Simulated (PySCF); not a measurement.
# Radial density of P⁺ (phosphorus, charge +1)

wB97M-V, [Ne] 3s1 3p2 4s1, high-spin 5P determinant (an excited configuration). All numbers are calculated (PySCF 2.14, scalar relativity by spin-free X2C-1e, in aug-cc-pVTZ-DK (6s5p3d2f, 50 functions)).

| r (bohr) | 4πr²ρ (e/bohr) | 4πr²(ρα − ρβ) |
| --- | --- | --- |
| 0.00136 | 0.05988 | 0.0003 |
| 0.00229 | 0.1568 | 0.0007 |
| 0.00386 | 0.4068 | 0.0017 |
| 0.00649 | 1.030 | 0.0043 |
| 0.0109 | 2.486 | 0.0104 |
| 0.0184 | 5.516 | 0.0229 |
| 0.0309 | 10.60 | 0.0431 |
| 0.0519 | 15.95 | 0.0620 |
| 0.0873 | 16.36 | 0.0651 |
| 0.147 | 11.50 | 0.1184 |
| 0.247 | 12.79 | 0.3557 |
| 0.416 | 15.62 | 0.3262 |
| 0.699 | 6.771 | 0.0277 |
| 1.18 | 2.024 | 1.4148 |
| 1.98 | 1.568 | 1.5620 |
| 3.33 | 0.4595 | 0.4595 |
| 5.60 | 0.1922 | 0.1922 |
| 9.41 | 0.005123 | 0.0051 |

Densities and radii are taken from the X2C orbitals without a picture-change correction, which distorts them close to the nucleus.

The outer electron is Rydberg-like, and this basis confines it to a smaller radius and binds it less than a complete one would.
